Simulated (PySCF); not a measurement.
How methods differ on the excitation energy of In

In [Kr] 4d10 5s2 5p1 (2P) → In [Kr] 4d10 5s1 5p2 (4P), as a difference of total energies. Calculation: PySCF 2.14, in aug-cc-pwCVDZ-PP with ECP28MDF (6s5p4d1f, 48 functions); scalar relativity through the core potential. Correlated levels: valence and next inner shell: nothing frozen outside the core potential. The calculations carry no spin-orbit coupling.

```csv
method,excitation energy (cm⁻¹)
UHF,23524
MP2 (valence and next inner shell),34225
SCS-MP2 (valence and next inner shell),35071
CCSD (valence and next inner shell),33700
CCSD(T) (valence and next inner shell),34267
```

Errors of the correlated levels include the incompleteness of this basis.

For comparison: 35088 cm⁻¹ (measured; NIST levels, between the centres of gravity of the two terms).
